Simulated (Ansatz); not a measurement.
Program: Ansatz. Geometries: PBE0-D4/def2-TZVP. ΔE: electronic, gas phase. CBS: MP2 limit from def2 TZ/QZ plus the TZ coupled-cluster correction, frozen cores. This one scheme is used for every species. DFT in def2-TZVPP. For Ge outer-core shells are correlated without core-valence functions, which leaves a few kJ/mol of doubt a bond. Scalar relativity is left out up to krypton. Each species was taken in one conformer, which may not be the lowest.

Reaction (germylene loss): `O[SiH](O)[NH][GeH3]` → `N[SiH](O)O` + `[GeH2]`

| level | ΔE (kJ/mol) | difference from CCSD(T)/CBS |
| --- | --- | --- |
| r2SCAN-D4 | 189.8 | 9.8 |
| PBE0-D4 | 182.1 | 2.1 |
| ωB97X-V | 185.5 | 5.5 |
| B2PLYP | 169.3 | -10.7 |
| PBE | 160.8 | -19.2 |
| r2SCAN | 187.1 | 7.1 |
| PBE0 | 173.6 | -6.4 |
| HF/def2-TZVPP | 158.4 | -21.6 |
| MP2/def2-TZVPP | 202.6 | 22.6 |
| SCS-MP2/def2-TZVPP | 189.8 | 9.8 |
| CCSD/def2-TZVPP | 181.2 | 1.2 |
| CCSD(T)/def2-TZVPP | 186.1 | 6.1 |
| SCS-MP2/def2-QZVPP | 186.9 | 6.9 |
| HF/CBS(def2) | 157.7 | -22.3 |
| MP2/CBS(def2) | 196.5 | 16.5 |
| CCSD/CBS(def2) | 175.1 | -4.9 |
| CCSD(T)/CBS | 180.0 | 0 |

Largest T1 diagnostic among the species: 0.012.

From PBE to PBE0 (25 % exact exchange), in def2-TZVPP and without D4, ΔE moves by +12.7 kJ/mol. In def2-TZVPP, CCSD(T) changes the Hartree–Fock value by +27.6 kJ/mol (the triples alone add +4.8 kJ/mol) and MP2 by +44.1 kJ/mol.
